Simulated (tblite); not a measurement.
Record of a relaxation.

Species: C₅H₉GeNS.
Bonds: N1–C2 (triple), C2–C3, C3–S4, S4–Ge5, Ge5–C6, C6–C7, C7–C8, Ge5–C8. Hydrogens: H9, H10 on C3; H11 on Ge5; H12, H13 on C6; H14, H15 on C7; H16, H17 on C8.

Computed with GFN2-xTB (tblite), gas phase: L-BFGS steps from a force-field or distance-geometry start until the largest atomic force falls under 0.01 eV/Å. 4 of its 110 geometries are shown.

Step 0: E = -633.4846 eV, largest atomic force 4.787 eV/Å
```
atom  x, y, z in Å  |  force x, y, z in eV/Å
N1      3.425    1.637    0.275   -0.623  -2.102   0.050
C2      3.180    0.504    0.321    0.571   0.805   0.148
C3      2.925   -0.951    0.400    0.570   1.553  -0.681
S4      1.292   -1.232    1.151    0.355  -0.694   0.790
Ge5    -0.171   -0.440   -0.297    1.380  -0.443   0.424
C6     -1.114    1.116    0.307    1.264   4.389  -0.579
C7     -2.300    0.640   -0.506    0.504  -0.372   1.511
C8     -2.025   -0.736    0.083   -2.674  -3.360  -2.116
H9      3.741   -1.430    0.976   -0.655   0.135  -0.231
H10     2.874   -1.311   -0.638    0.238  -0.143   0.271
H11     0.263   -0.451   -1.774   -0.064  -0.027   0.258
H12    -0.715    2.056   -0.124   -0.266   0.393   0.835
H13    -1.303    1.213    1.406    0.226  -0.087  -1.098
H14    -3.260    1.086   -0.253    0.040  -0.014  -0.271
H15    -2.046    0.678   -1.584   -0.576   0.044   0.586
H16    -2.302   -0.870    1.151    0.126   0.066  -0.997
H17    -2.474   -1.499   -0.604   -0.414  -0.141   1.101
```

Step 36: E = -634.8584 eV, largest atomic force 0.083 eV/Å
```
atom  x, y, z in Å  |  force x, y, z in eV/Å
N1      3.171    1.601    0.310   -0.016  -0.020  -0.021
C2      3.104    0.459    0.328    0.007  -0.013   0.030
C3      2.951   -0.964    0.372   -0.026   0.000   0.008
S4      1.404   -1.387    1.284   -0.042   0.028  -0.066
Ge5    -0.086   -0.419   -0.118    0.013  -0.013  -0.012
C6     -1.041    1.324    0.164    0.023  -0.029  -0.014
C7     -2.317    0.646   -0.359   -0.005   0.009   0.017
C8     -2.044   -0.842   -0.085    0.005   0.015  -0.006
H9      3.764   -1.433    0.928   -0.012   0.037  -0.002
H10     2.897   -1.376   -0.638    0.015  -0.001   0.017
H11     0.544   -0.550   -1.522    0.029  -0.018   0.014
H12    -0.737    2.213   -0.381   -0.008   0.005   0.034
H13    -1.125    1.570    1.222    0.013  -0.003  -0.034
H14    -3.225    1.013    0.119   -0.011   0.005  -0.001
H15    -2.407    0.811   -1.434   -0.005   0.005   0.032
H16    -2.384   -1.129    0.909    0.023  -0.003  -0.015
H17    -2.477   -1.524   -0.811   -0.005  -0.004   0.019
```

Step 73: E = -634.8845 eV, largest atomic force 0.066 eV/Å
```
atom  x, y, z in Å  |  force x, y, z in eV/Å
N1      2.852    1.598    0.156   -0.010  -0.030  -0.014
C2      2.931    0.466    0.304   -0.008   0.028   0.003
C3      2.942   -0.951    0.491   -0.038  -0.005   0.011
S4      1.288   -1.497    1.102   -0.007  -0.025   0.013
Ge5    -0.074   -0.452   -0.361   -0.026   0.005   0.060
C6     -0.938    1.302    0.095    0.006   0.011  -0.007
C7     -2.308    0.682   -0.233    0.013  -0.003  -0.014
C8     -2.029   -0.830   -0.155   -0.008  -0.020  -0.012
H9      3.651   -1.242    1.266    0.016   0.015  -0.015
H10     3.167   -1.468   -0.443    0.009   0.013  -0.006
H11     0.563   -0.617   -1.751    0.021   0.002  -0.039
H12    -0.701    2.200   -0.468    0.012  -0.027   0.020
H13    -0.835    1.523    1.157   -0.014  -0.007  -0.021
H14    -3.099    1.010    0.442    0.015  -0.006  -0.019
H15    -2.597    0.943   -1.251   -0.003   0.031   0.023
H16    -2.253   -1.233    0.832    0.010   0.014  -0.005
H17    -2.565   -1.422   -0.894    0.013   0.004   0.021
```

Step 109: E = -634.8921 eV, largest atomic force 0.008 eV/Å
```
atom  x, y, z in Å  |  force x, y, z in eV/Å
N1      2.623    1.588    0.054    0.002  -0.008  -0.001
C2      2.800    0.475    0.257   -0.001   0.003  -0.002
C3      2.929   -0.927    0.501    0.001   0.000   0.002
S4      1.302   -1.601    1.059   -0.001   0.001   0.001
Ge5    -0.072   -0.503   -0.358   -0.006  -0.005   0.002
C6     -0.878    1.264    0.132   -0.002   0.000   0.003
C7     -2.261    0.701   -0.237    0.000   0.004   0.002
C8     -2.039   -0.820   -0.161    0.004   0.006   0.001
H9      3.631   -1.124    1.312    0.002   0.001   0.002
H10     3.241   -1.451   -0.404   -0.002   0.005  -0.002
H11     0.546   -0.644   -1.764    0.000  -0.001  -0.002
H12    -0.595    2.167   -0.399    0.002  -0.001   0.001
H13    -0.793    1.452    1.201    0.003  -0.002   0.001
H14    -3.057    1.053    0.419    0.000  -0.003  -0.001
H15    -2.513    0.987   -1.258   -0.005  -0.006  -0.002
H16    -2.274   -1.208    0.830   -0.002   0.003  -0.006
H17    -2.596   -1.397   -0.895    0.003   0.002   0.001
```

**Question.** Summarise the path.

**Answer.** The energy falls by 135.80 kJ/mol from step 0 to step 109; nine tenths of that is first reached at step 13. It rises by more than 0.2 meV at step 2. The largest force goes from 4.787 to 0.008 eV/Å. Among the bonds Ge5–C8 changes most, from 1.915 to 2.003 Å; the atoms move by 0.455 Å rms after alignment.

The cost below is that of the whole relaxation. Time: 0.92 s wall. Hardware: an Arm Neoverse V1 with one thread, no GPU, shared host.
